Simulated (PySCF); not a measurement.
Peak assignment

Bonds (- single, = double, # triple, : aromatic): Si1-C2, C2-Si3, C2-Si4, C2-C5, C5-C6, C6-C7, C7-C5. Si1 carries H8, H9, H10; Si3 carries H11, H12, H13; Si4 carries H14, H15, H16; C5 carries H17; C6 carries H18, H19; C7 carries H20, H21. H18, H21 are cis to C2 on the ring; H19, H20 are trans to C2 on the ring.

- coordinates at the PBE0-D3(BJ)/def2-SVP level
- shieldings: GIAO PBE0/pcSseg-1
- program: PySCF
- non-relativistic, one computed conformer, equivalent nuclei averaged, no solvent model

Chemical shifts δ = σref − σ; ¹³C (184.41 ppm) and ¹H (31.27 ppm) vs TMS, all at this level.

(1) Assign these signals to the numbered atoms. ¹³C{¹H} NMR (computed): δ 14.8, 4.9, -7.2.

(2) Assign these signals to the numbered atoms. ¹H NMR (600 MHz, computed): δ 3.94 (s, 9H), 0.60 (m, 2H), 0.57 (m, 1H), 0.48 (m, 2H).

## Answers

(1) 
14.8 → C5, three-membered-ring carbon: carbons of three-membered rings are unusually shielded
4.9 → C6/C7, three-membered-ring carbon
-7.2 → C2, fully substituted sp3 carbon bonded to 3 Si: an electropositive neighbour leaves it electron-rich and shielded

(2) 
3.94 → H8/H9/H10/H11/H12/H13/H14/H15/H16, hydrogen on a silicon bonded to C
0.60 → H18/H21, hydrogen on a three-membered-ring carbon: cyclopropane-type protons are shielded by the ring
0.57 → H17, hydrogen on a three-membered-ring carbon
0.48 → H19/H20, hydrogen on a three-membered-ring carbon

H18/H21 and H17; H17 and H19/H20 lie closer than the usual error of such a calculation, so a measured spectrum could show them in the other order.

Shifts are as computed. Against solution values, carbons near 30 ppm lie about +2 ppm off and those near 130 ppm about +5 ppm. Of 1309 compounds with measured shifts, 239 miss one by over three times the rms of a fit or turn the order of signals round; such compounds aren't used in these exercises. No couplings were computed; multiplicities are counted from neighbouring protons, with m where these are inequivalent, close in shift, in a saturated or five-membered ring or joined by F or P, and br s for small geminal =CH2 splittings.
